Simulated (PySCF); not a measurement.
A PySCF script (with the pyscf-properties extension) for the NMR shieldings of `C[N+](C)([AlH3-])CC(F)F`, C4H12AlF2N, on a PBE0-D3(BJ)/def2-SVP geometry:

```python
import basis_set_exchange as bse
import numpy as np
from pyscf import gto, dft
from pyscf.prop import nmr

atoms = """
C    -1.507039    0.219638    1.071284
N    -0.434392   -0.027035    0.093368
C    -0.823080   -1.135740   -0.794689
Al   -0.289038    1.725931   -1.043353
C     0.802458   -0.302432    0.840081
C     2.066410   -0.467854    0.022235
F     3.091152   -0.550182    0.897687
F     2.040905   -1.624325   -0.682907
H    -2.441304    0.435905    0.537588
H    -1.247382    1.090542    1.688871
H    -1.648914   -0.660239    1.722559
H    -1.774294   -0.877291   -1.278567
H    -0.946985   -2.070078   -0.220703
H    -0.062686   -1.288116   -1.567726
H     0.731056    1.276573   -2.200243
H     0.303372    2.691170    0.100183
H    -1.832208    1.892642   -1.451496
H     0.685081   -1.216880    1.451292
H     0.978397    0.544216    1.518611
H     2.252476    0.361581   -0.679597
"""
names = dict.fromkeys(["C", "N", "Al", "F", "H"], "pcSseg-1")
basis = {el: gto.basis.parse(bse.get_basis(n, elements=[el], fmt="nwchem")) for el, n in names.items()}
mol = gto.M(atom=atoms, basis=basis, charge=0, verbose=0)
mf = dft.RKS(mol, xc="B3LYP")
mf.grids.level = 2
mf.grids.alignment = dft.numint.BLKSIZE   # the property module wants whole blocks of grid points
mf.conv_tol = 1e-9
mf.kernel()

calc = nmr.RKS(mf)   # GIAO
C = mf.mo_coeff
Co = C[:, mf.mo_occ > 0]
resp = mf.gen_response(singlet=True, hermi=2)
def vind(x):   # induced exchange potential for any number of trial vectors
    d = np.einsum("pi,xij,qj->xpq", C, 2 * x.reshape(-1, C.shape[1], Co.shape[1]), Co, optimize=True)
    return np.einsum("xpq,pi,qj->xij", resp(d - d.transpose(0, 2, 1)), C, Co, optimize=True).ravel()
mo1, _ = nmr.rhf.solve_mo1(calc, with_cphf=vind)
sigma = calc.kernel(mo1)
for i, s in enumerate(sigma):   # ppm
    w = np.linalg.eigvalsh((s + s.T) / 2)
    print("%2d %-2s iso %8.1f  s11 %8.1f  s22 %8.1f  s33 %8.1f" % (i, mol.atom_pure_symbol(i), w.mean(), *w))
```

Task: Give the expected output.

Result: 
```
 0 C  iso    128.0  s11     99.7  s22    106.0  s33    178.3
 1 N  iso    211.6  s11    188.7  s22    216.3  s33    229.9
 2 C  iso    133.0  s11    108.9  s22    115.0  s33    175.1
 3 Al iso    404.7  s11    387.2  s22    396.8  s33    430.1
 4 C  iso    114.2  s11     91.2  s22    102.9  s33    148.6
 5 C  iso     60.6  s11     43.6  s22     60.5  s33     77.7
 6 F  iso    310.2  s11    200.8  s22    330.3  s33    399.4
 7 F  iso    303.5  s11    216.5  s22    320.0  s33    374.1
 8 H  iso     28.6  s11     24.7  s22     26.6  s33     34.5
 9 H  iso     28.7  s11     24.9  s22     26.5  s33     34.7
10 H  iso     29.5  s11     26.1  s22     26.9  s33     35.4
11 H  iso     28.9  s11     24.8  s22     27.0  s33     34.9
12 H  iso     29.6  s11     26.4  s22     27.1  s33     35.4
13 H  iso     28.1  s11     23.9  s22     27.5  s33     33.0
14 H  iso     27.4  s11     24.0  s22     27.0  s33     31.1
15 H  iso     27.5  s11     24.4  s22     26.5  s33     31.7
16 H  iso     27.6  s11     24.4  s22     26.7  s33     31.7
17 H  iso     29.2  s11     25.7  s22     29.0  s33     33.1
18 H  iso     28.5  s11     24.5  s22     28.4  s33     32.5
19 H  iso     24.6  s11     21.5  s22     25.1  s33     27.2
```

These numbers come from an equivalent density-fitted implementation of the same equations, which agrees with the script to about 0.01 ppm for H and up to a few tenths of a ppm for heavy atoms, so last digits may differ.

Task: Turn these shieldings into chemical shifts. Shifts are taken against calculated references (same method and geometry level): $^{13}$C (σ = 179.24 ppm), $^{1}$H (σ = 31.38 ppm) vs TMS; $^{15}$N (σ = 263.54 ppm) vs NH3; AlH4- for $^{27}$Al (σ = 484.83 ppm); CFCl3 for $^{19}$F (σ = 171.94 ppm).

Result: Averaging equivalent atoms: C 5: 118.6; C 4: 65.0; C 0/2: 48.7; N 1: 51.9; Al 3: 80.1; F 6/7: -134.9; H 19: 6.77; H 14/15/16: 3.88; H 17/18: 2.53; H 8/9/10/11/12/13: 2.48 ppm. Unscaled 19F shifts against computed CFCl3 carry errors that often reach 10 to 50 ppm. Experimental scales use liquid or dissolved standards, which lie at an offset from isolated NH3 (liquid NH3: subtract about 20 ppm).

Size and cost of the density-fitted run: 203 basis functions, 65 s wall time on 1 thread of an Arm Neoverse N1, shared host; peak memory 0.95 GiB.
